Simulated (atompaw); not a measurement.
u(r) = r·R(r): atom against pseudo-atom (nickel)

Columns: radius, all-electron u(r) and pseudo u(r) of the 4p shell (level -7.79 eV) of nickel in the configuration [Ar] 3d8 4s1 4p0; LDA (PW92), scalar-relativistic, PAW (atompaw) scheme, atompaw 4.2.0.5.

| r (bohr) | all-electron | pseudo |
| --- | --- | --- |
| 0.094 | 0.1285 | 0.0025 |
| 0.188 | 0.1046 | 0.0100 |
| 0.283 | -0.0263 | 0.0224 |
| 0.377 | -0.1478 | 0.0392 |
| 0.471 | -0.2195 | 0.0601 |
| 0.565 | -0.2395 | 0.0847 |
| 0.660 | -0.2192 | 0.1127 |
| 0.754 | -0.1725 | 0.1431 |
| 0.848 | -0.1104 | 0.1754 |
| 0.942 | -0.0408 | 0.2090 |
| 1.037 | 0.0318 | 0.2438 |
| 1.131 | 0.1024 | 0.2784 |
| 1.225 | 0.1698 | 0.3127 |
| 1.319 | 0.2327 | 0.3462 |
| 1.413 | 0.2904 | 0.3785 |
| 1.508 | 0.3431 | 0.4096 |
| 1.602 | 0.3898 | 0.4385 |
| 1.696 | 0.4309 | 0.4654 |
| 1.790 | 0.4668 | 0.4901 |
| 1.885 | 0.4980 | 0.5128 |
| 1.979 | 0.5242 | 0.5328 |
| 2.073 | 0.5459 | 0.5504 |
| 2.167 | 0.5636 | 0.5655 |
| 2.262 | 0.5775 | 0.5781 |
| 2.356 | 0.5878 | 0.5879 |
| 2.450 | 0.5949 | 0.5949 |

(1) How many radial nodes do the two functions have?

(2) Is the pseudo-wave norm-conserving?

Results:

(1) The all-electron 4p function has n − l − 1 = 2; the pseudo-wave has 0, since the states of the same l below it are removed with the core.

(2) No, it belongs to a PAW set: the norm inside the radius is not constrained, and the difference is carried by the augmentation charge.
